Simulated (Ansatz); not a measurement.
Start from `C[O][Ti]([Cl])([O]C)[O]C` and change one atom or group to get `C[O][Ti]([O]C)([O]C)[O][Si](O)(O)O`.

Ansatz, PBE0-D4/def2-TZVP geometries, multiplicity 1. Each molecule was computed in one conformer, which needn't be the lowest.

Scalar relativity is left out up to krypton.

| property | `C[O][Ti]([Cl])([O]C)[O]C` |
| --- | --- |
| HOMO energy (PBE0/def2-TZVPP) / eV | -8.10 |
| size of the dipole moment (B3LYP/def2-TZVPP) / D | 4.01 |
| HOMO–LUMO gap (PBE/def2-TZVPP) / eV | 4.47 |
| LUMO energy (B3LYP/def2-TZVPP) / eV | -1.52 |
| LUMO energy (PBE/def2-TZVPP) / eV | -2.17 |
| LUMO energy (ωB97M-V/def2-TZVPP) / eV | 0.92 |

Question: Give the same properties after the change, and the shifts. (Estimate.)

Answer: The calculation gave: 
```
                                        property  `C[O][Ti]([O]C)([O]C)[O][Si](O)(O)O`  shift
              HOMO energy (PBE0/def2-TZVPP) / eV                                 -7.73   0.37
size of the dipole moment (B3LYP/def2-TZVPP) / D                                  0.72  -3.29
             HOMO–LUMO gap (PBE/def2-TZVPP) / eV                                  4.33  -0.14
             LUMO energy (B3LYP/def2-TZVPP) / eV                                 -1.17   0.35
               LUMO energy (PBE/def2-TZVPP) / eV                                 -1.87   0.30
           LUMO energy (ωB97M-V/def2-TZVPP) / eV                                  1.17   0.25
```

Dipoles are sizes alone; their direction can turn.

B3LYP here is the variant with VWN-RPA as its local correlation; programs differ in this.
